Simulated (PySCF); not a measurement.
Mg(SeH)(GeH3) (GeH4MgSe), SMILES [Mg]([SeH])[GeH3]. Atoms are numbered in the order given.

```xyz
7

Mg    -0.0088    -0.0788     0.0000
Se    -0.0408    -2.5314     0.0000
H      1.4477    -2.5064     0.0000
Ge     0.0009     2.5049     0.0000
H     -0.7106     3.1260    -1.2408
H      1.4372     3.1128     0.0000
H     -0.7106     3.1260     1.2408
```
Charge 0, spin multiplicity 1.

Geometry optimised at PBE-D3(BJ)/def2-SVP. The structure was generated by enumeration; whether it is a known compound was not checked. Other conformers were not sampled.

The numbers are results of TDA-PBE0/def2-SVPD in PySCF, not measurements.

Vertical excitations. The molecule is in vacuum. State labels are in the subgroup Cs.

Computed excitation energies, oscillator strengths and character:
```tsv
state	symmetry	energy (eV)	λ (nm)	f	main pairs
S1	A"	4.33	286	0.041	HOMO→LUMO 98 %
S2	A"	4.48	276	0.000	HOMO→LUMO+1 98 %
S3	A'	4.86	255	0.016	HOMO→LUMO+2 63 %, HOMO−1→LUMO 20 %, HOMO−1→LUMO+1 14 %
S4	A'	4.92	252	0.029	HOMO−1→LUMO+1 83 %, HOMO→LUMO+2 13 %
S5	A"	5.15	241	0.039	HOMO−1→LUMO+2 96 %
S6	A'	5.40	230	0.885	HOMO−1→LUMO 73 %, HOMO→LUMO+2 18 %
S7	A"	5.50	225	0.006	HOMO→LUMO+3 86 %
S8	A'	6.15	202	0.004	HOMO−1→LUMO+3 46 %, HOMO−2→LUMO 43 %
S9	A'	6.32	196	0.099	HOMO−2→LUMO+1 87 %
S10	A'	6.43	193	0.131	HOMO−2→LUMO 47 %, HOMO−1→LUMO+3 40 %
T1	A"	4.04	307	0	HOMO→LUMO 95 %
T2	A'	4.21	294	0	HOMO−1→LUMO 85 %
T3	A'	4.27	290	0	HOMO−1→LUMO+1 82 %
T4	A"	4.39	282	0	HOMO→LUMO+1 92 %
```
Triplets are in the Tamm–Dancoff approximation.
